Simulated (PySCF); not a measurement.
C3H9NSi2, SMILES C1(=N[C@H]([SiH2]1)[SiH3])C. The structure is a stationary point at PBE-D3(BJ)/def2-SVP. The structure was generated by enumeration; whether it is a known compound was not checked.

**Question.** Give the equilibrium geometry at PBE-D3(BJ)/def2-SVP (PySCF confirms it by a frequency run) as bond lengths and angles. (An estimate is asked for; the answer gives what the named calculation found.)

**Answer.** 
Atoms: C1 C2 N3 C4 Si5 Si6 H7 H8 H9 H10 H11 H12 H13 H14 H15. Bond lengths (Å): C1–C2 1.490, C1–H7 1.108, C1–H8 1.110, C1–H9 1.111, C2–N3 1.305, C2–Si6 1.904, N3–C4 1.500, C4–Si5 1.899, C4–Si6 1.926, C4–H10 1.112, Si5–H11 1.505, Si5–H12 1.504, Si5–H13 1.506, Si6–H14 1.508, Si6–H15 1.510. Angles (°): C2–C1–H7 110.1, C2–C1–H8 110.9, C2–C1–H9 110.7, H7–C1–H8 109.3, H7–C1–H9 109.1, H8–C1–H9 106.6, C1–C2–N3 123.6, C1–C2–Si6 140.9, N3–C2–Si6 95.4, C2–N3–C4 104.8, N3–C4–Si5 111.6, N3–C4–Si6 88.4, N3–C4–H10 111.4, Si5–C4–Si6 118.5, Si5–C4–H10 108.4, Si6–C4–H10 117.0, C4–Si5–H11 109.3, C4–Si5–H12 111.5, C4–Si5–H13 109.0, H11–Si5–H12 109.0, H11–Si5–H13 108.9, H12–Si5–H13 109.1, C2–Si6–C4 71.1, C2–Si6–H14 116.5, C2–Si6–H15 120.7, C4–Si6–H14 117.0, C4–Si6–H15 120.1, H14–Si6–H15 108.0.
